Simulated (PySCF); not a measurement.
**Correlation energy of W (tungsten, neutral)**

[Xe] 4f14 5d4 6s1 6p1, one real determinant (an excited configuration). Calculation: PySCF 2.14, in aug-cc-pVDZ-PP with ECP60MDF; a scalar-relativistic core potential. Frozen: 5s2 5p6; 6 electrons correlated.

MP2 pair energies summed by pair of shells (mhartree):

```tsv
pair	energy	share (%)
5d-5d	-25.00	54.2
5d-6s	-11.91	25.8
5d-6p	-7.58	16.4
6s-6p	-1.66	3.6
```

Total MP2 correlation energy: -46.15 mhartree.

Same-spin part -46.15 and opposite-spin part 0.00 mhartree; SCS-MP2 scales them by 1/3 and 6/5 to -15.38 mhartree.

The reference is one real determinant that mixes LS terms of this configuration.
